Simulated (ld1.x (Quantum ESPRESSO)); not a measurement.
The numbers below are computed, except where a source is named.
# Pseudopotentials across the periodic table

Generated with ld1.x 7.5 (TM, RRKJ, ultrasoft, PAW), atompaw 4.2 or ONCVPSP 4.0.1. The cutoff is in Ry: for ld1.x and atompaw files where the sum of valence levels is converged to 10 mRy in a Bessel basis, for ONCV files where the hardest occupied wave has 1 mHa per electron of residual kinetic energy. The error is the largest all-electron minus pseudo excitation energy over each file’s own four to seven test configurations (ionisations up to +4, promotions, holes and added fractions of an electron), all of which were solved. The labels leave out finer settings (local radius, basis sizes, second energies), which also bear on the numbers. Spin-polarised tests are not counted. The rows are a selection from randomly drawn settings: files with unsolved tests, undetermined cutoffs or missed reference levels are left out.

A true bound ghost makes a file unfit for plane-wave use even where its test errors are small: the radial tests pick states by their node count and pass the ghost by.

```tsv
element	potential	cutoff (Ry)	largest error (meV)	bound ghosts
P	ultrasoft, revPBE, fully relativistic, rc 1.75/1.35 (sp), local smoothed, core correction no, reference 3s2 3p2.5	15	-83	none
Fe	TM, PBE, scalar-relativistic, rc 2.35/1.40/1.80 (spd), local p, core correction yes, reference 3p6 3d6 4s2 4p0	90	-56	s
Mo	TM, PBE, scalar-relativistic, rc 1.40/1.85/2.40 (spd), local p, core correction yes, reference 4s2 4p6 4d3 5s0 5p0	70	+329	none
```

(1) Fill in the row for Ru: TM semilocal, LDA (PZ), scalar-relativistic, rc 2.45/1.60/1.75 (spd), local p, core correction no, reference 4p6 4d5 5s0 5p0.

(2) Fill in the row for Ti: RRKJ, LDA (PZ), scalar-relativistic, rc 2.80/1.30/1.70 (spd), local s, core correction no, reference 3p6 3d2 4s2 4p0.

## Answers

(1) cutoff 55 Ry, largest error +91 meV, bound ghosts: none.

(2) cutoff 70 Ry, largest error -970 meV, bound ghosts: none.
